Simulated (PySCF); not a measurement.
H5AlO5Si, SMILES [OH][Al]([OH])[Si](O)(O)O (CAM-B3LYP/def2-SVP optimised geometry):

```
12

Si    -0.785    -0.779     0.000
O     -1.166    -1.589     1.407
O     -1.284     0.802     0.000
O      0.874    -0.779     0.000
Al    -1.921    -1.795    -1.869
O     -3.282    -2.712    -1.419
O     -1.399    -1.623    -3.470
H     -2.069    -1.918     1.478
H     -0.781     1.417     0.548
H      1.284    -1.417     0.594
H     -3.921    -3.199    -1.942
H     -1.736    -1.926    -4.313
```

Method: CAM-B3LYP/def2-TZVP run with PySCF.

What are the frontier orbital energies and the dipole moment?

HOMO-2 -10.52 eV, HOMO-1 -10.42 eV, HOMO -9.10 eV, LUMO 0.43 eV, LUMO+1 0.80 eV; dipole moment 2.47 D.

On the same geometry PBE/def2-TZVP (PySCF 2.14.0) gives HOMO-2 -7.26 eV, HOMO-1 -7.19 eV, HOMO -6.47 eV, LUMO -1.33 eV, LUMO+1 -0.82 eV; dipole moment 2.20 D.

Meta-Löwdin charges at CAM-B3LYP/def2-TZVP: Si1 1.21, O2 -0.77, O3 -0.76, O4 -0.76, Al5 0.90, O6 -0.79, O7 -0.78, H8 0.36, H9 0.35, H10 0.36, H11 0.35, H12 0.35.
